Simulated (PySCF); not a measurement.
SMILES [O]([In]([CH]=C)[CH2]C)CC (C6H13InO) (GFN2-xTB optimised geometry):

```
21

In    -0.477     0.420     0.000
C     -1.188    -1.730     0.186
C     -0.015    -2.671    -0.007
H     -1.969    -1.892    -0.557
H     -1.625    -1.831     1.181
H      0.781    -2.436     0.700
H      0.393    -2.575    -1.014
H     -0.321    -3.708     0.144
C     -1.397     2.482     0.000
C     -2.697     2.706    -0.007
H     -0.697     3.314     0.015
H     -3.114     3.708     0.000
H     -3.421     1.904    -0.020
O      1.538     0.420     0.000
C      2.390     1.486    -0.278
C      2.199     2.043    -1.688
H      2.259     2.302     0.451
H      3.421     1.115    -0.176
H      1.179     2.424    -1.795
H      2.906     2.848    -1.879
H      2.351     1.251    -2.418
```

Level of theory: PBE0/def2-SVP, def2 effective core potentials past Kr in PySCF.

### Question
What are the frontier orbital energies and the dipole moment?

### Answer
HOMO-2 -7.07 eV, HOMO-1 -6.92 eV, HOMO -6.75 eV, LUMO -1.13 eV, LUMO+1 -0.40 eV; dipole moment 1.77 D.

On the same geometry PBE/def2-SVP, def2 effective core potentials past Kr (PySCF) gives HOMO-2 -5.89 eV, HOMO-1 -5.51 eV, HOMO -5.34 eV, LUMO -1.86 eV, LUMO+1 -1.26 eV; dipole moment 1.53 D.
